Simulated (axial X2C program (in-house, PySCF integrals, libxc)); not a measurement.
**Levels of HfF by electron attachment to HfF⁺ (EOM-EA-CCSD)**

Computed with an in-house all-electron X2C program for linear molecules (integrals from PySCF): two-component X2C with atomic mean-field Coulomb and Gaunt terms, Gaussian nuclei, basis Hf dyall-acv3z, F dyall-av3z with contracted cores.

R = 1.936 Å (1.045 times 1.853 Å, the PBE0 minimum at charge 0 for the lowest determinant).

Levels of HfF obtained by attaching an electron to HfF⁺:

```
  Ω  binding energy (eV)  above lowest (cm⁻¹)                  attached spinor  one-particle weight
3/2                7.153                    0                        97% Hf dδ                 0.90
5/2                6.859                 2365                        99% Hf dδ                 0.90
1/2                6.636                 4164   60% Hf dπ, 19% Hf pπ, 7% Hf pσ                 0.92
3/2                6.308                 6815             73% Hf dπ, 18% Hf pπ                 0.91
1/2                5.961                 9612  41% Hf dσ, 35% Hf pσ, 12% Hf dπ                 0.93
1/2                4.585                20711   64% Hf pπ, 15% Hf dπ, 13% F pπ                 0.87
3/2                4.335                22728   67% Hf pπ, 14% Hf dπ, 13% F pπ                 0.86
```

What is the splitting of the first π pair in the table, and is it regular or inverted?

E(3/2) − E(1/2) = 6815 − 4164 = 2651 cm⁻¹ at EOM-EA-CCSD: regular, Ω = 1/2 lower. Splittings at this level can be off by ten to twenty per cent.

This point took 30 s on 1 thread of Arm Neoverse V1 (shared host).

Reference electrons by ω block (each with its −ω partner): 1/2: 24, 3/2: 11, 5/2: 4, 7/2: 1. 18 electrons of HfF⁺ correlated (inner shells frozen), 84 natural virtual spinors (a truncated set); levels can be off by some tenths of an eV. Roots sought by Ω: (1/2: 5, 3/2: 4, 5/2: 2, 7/2: 1); rows need 60 % one-particle weight and stop where some Ω has no more roots. Missing are any skipped roots, higher Ω and states of a further excitation; these come out far too high here and may in truth be low or lowest. T1 of the reference 0.022 (Lee–Taylor). The reference was not checked to be the lowest state of its species. Number of frozen shells: Hf 4 s, 3 p, 2 d, 1 f; F 1 s. Large amplitudes in the reference (orbital relaxation or multireference character) lower the reliability.
